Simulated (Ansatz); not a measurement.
Basis sets compared for Cu₄H₅ (the lowest doublet isomer of a short search). Charge 0, multiplicity 2. Geometry r2SCAN-D4/def2-SVP. Ansatz on 4 threads of Arm Neoverse V1 on a shared host; times are rough, and most runs start from earlier orbitals.

```xyz
9

Cu    0.2471   -0.3996    1.5727
Cu   -0.9578   -1.3208   -0.1850
Cu   -0.1986    0.3651   -1.5881
Cu    1.0045    1.2877    0.1702
H    -1.0724   -1.0162   -1.8010
H    -0.6238   -1.7829    1.3614
H    -0.6292    0.4466    0.1979
H     0.8925    1.5920   -1.4460
H     1.3377    0.8281    1.7178
```

No other spin state of charge 0 was run. The structure comes from a short search, and lower isomers may exist.

Binding counts from free atoms (Cu doublet, H doublet) in the same basis, without a counterpoise term.

| level | functions | energy (Eh) | HOMO (eV) | LUMO (eV) | binding per atom (eV) | wall time |
| --- | --- | --- | --- | --- | --- | --- |
| PBE-D4/def2-SVP | 149 | -6563.1937 | -4.16 | -3.74 | 2.42 | 5.5 s |
| PBE0-D4/def2-SVP | 149 | -6563.1930 | -5.38 | -3.14 | 2.22 | 8.5 s |

Problem. Estimate the rows for PBE-D4/def2-TZVP (with forces), PBE0-D4/def2-TZVP.

Solution. 
```json
{"level": "PBE-D4/def2-TZVP (with forces)", "functions": "210", "energy (Eh)": "-6564.1972", "HOMO (eV)": "-4.56", "LUMO (eV)": "-4.13", "binding per atom (eV)": "2.18", "wall time": "9 s"}
{"level": "PBE0-D4/def2-TZVP", "functions": "210", "energy (Eh)": "-6564.1590", "HOMO (eV)": "-5.67", "LUMO (eV)": "-3.47", "binding per atom (eV)": "2.05", "wall time": "15 s"}
```
